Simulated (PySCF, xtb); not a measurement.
C5H7F, SMILES C/C=C/C=C\F.

GFN2-xTB in xtb 6.7.1 at its own geometry gives an orbital gap of 3.56 eV and a dipole moment of 2.22 D.

The structure is a stationary point at B3LYP-D3(BJ)/def2-SVP. The structure was generated by enumeration; whether it is a known compound was not checked. The values are those of a single conformer.

**Question.** What does PySCF with M06-2X/def2-TZVP give? (An estimate is asked for; the answer gives what the named calculation found.)

**Answer.** gap 7.72 eV (levels -7.54 and 0.19 eV), dipole 1.51 D.
